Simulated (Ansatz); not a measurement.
Total energies of Sn22H28, a nanocrystal cut from cubic tin from Ansatz at PBE0-D4/def2-TZVP, gas phase (1 Eh = 27.2114 eV = 2625.5 kJ/mol). The reference geometry is relaxed at PBE-D4/def2-SVP.

Cartesian coordinates in Å:
```
Sn 0.2303 -4.8670 -1.0289
Sn -3.0979 -3.4131 1.8856
Sn 1.0126 -2.5958 -4.9477
Sn 4.0786 -2.4144 -1.5240
Sn 0.7748 -0.9458 1.3519
Sn 4.6580 1.5188 0.8868
Sn 1.5603 1.3198 -2.5290
Sn 1.3813 2.9512 3.7624
Sn -2.2745 -1.1219 -2.0311
Sn -5.6057 0.3008 0.8646
Sn -1.7052 2.7486 0.3392
Sn -2.5149 0.4642 4.2688
Sn 2.1681 5.2463 -0.1413
Sn 2.2149 -4.0552 -2.8596
Sn -1.0972 -2.6189 0.0540
Sn -4.4104 -1.1591 2.9564
Sn -0.2908 -0.3313 -3.8796
Sn 2.7973 -0.1364 -0.4491
Sn -0.5162 1.3115 2.4595
Sn 3.3709 3.7912 1.9497
Sn 0.2903 3.6069 -1.4651
Sn -3.6137 1.1216 -0.9585
H -0.9279 -5.8968 -1.8182
H 0.9425 -5.7974 0.2559
H -2.3791 -4.3490 3.1626
H -4.2394 -4.4481 1.0791
H -0.1292 -3.5960 -5.7949
H 2.2163 -2.1017 -6.1004
H 4.8528 -3.3030 -0.2456
H 5.3302 -1.9111 -2.6217
H 1.5171 -1.8517 2.6471
H 5.4286 0.6171 2.1583
H 5.9076 1.9966 -0.2244
H 2.7978 1.8308 -3.6494
H 2.1008 2.0758 5.0813
H 0.5768 4.3315 4.4491
H -3.4352 -2.1403 -2.8454
H -6.7900 -0.6804 0.0544
H -6.4377 1.6869 1.5035
H -2.5059 4.1476 1.0093
H -1.7793 -0.4129 5.5777
H -3.2955 1.8533 4.9656
H 3.3789 5.7906 -1.2634
H 1.3833 6.6612 0.4942
H 3.0222 -5.4574 -3.5131
H -5.6346 -1.6723 4.0893
H -1.0407 0.5841 -5.1628
H 4.5326 4.7993 2.7741
H -0.4636 4.4960 -2.7643
H -4.3406 2.0253 -2.2628
```

| state | geometry | energy (Eh) |
| --- | --- | --- |
| charge 0 singlet | reference | -4732.30310 |
| charge 1 doublet | reference | -4732.02915 |
| charge -1 doublet | reference | -4732.36268 |
| free Sn atom (triplet) | – | -214.25870 |
| free H atom (doublet) | – | -0.50104 |

In the def2 sets Sn takes a core potential; there is no spin–orbit coupling. Single mean-field runs in def2-TZVP are fitted with def2-universal-jkfit.

Question: Work out the vertical ionisation energy to the doublet.

Answer: E(charge 1 doublet) − E(charge 0 singlet) = -4732.02915 − (-4732.30310) = 0.27395 Eh = 7.45 eV. For comparison, −ε of the highest occupied level is 6.58 eV at this level, 0.87 eV less.

Question: Work out the vertical electron affinity, to the doublet.

Answer: E(charge 0 singlet) − E(charge -1 doublet) = -4732.30310 − (-4732.36268) = 0.05958 Eh = 1.62 eV. The basis lacks diffuse functions, which makes affinities too small.

Question: Give the fundamental gap IE − EA, the Mulliken electronegativity (IE + EA)/2 and the hardness (IE − EA)/2.

Answer: From the values in Eh: IE − EA = 0.27395 − 0.05958 = 0.21437 Eh = 5.83 eV; (IE + EA)/2 = 4.54 eV; (IE − EA)/2 = 2.92 eV. The HOMO–LUMO gap of the same run is 4.22 eV, 1.61 eV smaller than the fundamental gap.

Question: What is the binding energy per atom against free atoms?

Answer: Atoms: 22 × (-214.25870) + 28 × (-0.50104) = -4727.72052 Eh. Binding: -4727.72052 − (-4732.30310) = 4.58258 Eh = 124.70 eV, or 2.49 eV for each of 50 atoms (no zero-point energy, no counterpoise term).
